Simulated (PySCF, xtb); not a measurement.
HIOSi, SMILES O[Si]I (connectivity only; charge and spin as stated), neutral, multiplicity 1.

xtb with GFN2-xTB at its own geometry gives an orbital gap of 2.88 eV and a dipole moment of 6.21 D.

Geometry optimised at B3LYP-D3(BJ)/def2-TZVP. The def2 effective core potentials stand for the cores of I; spin–orbit coupling is left out. One conformer was computed; it need not be the lowest.

### Question
What does PySCF with PBE0/def2-TZVPD give? (An estimate is asked for; the answer gives what the named calculation found.)

### Answer
gap 4.69 eV (levels -7.07 and -2.38 eV), dipole 2.81 D.
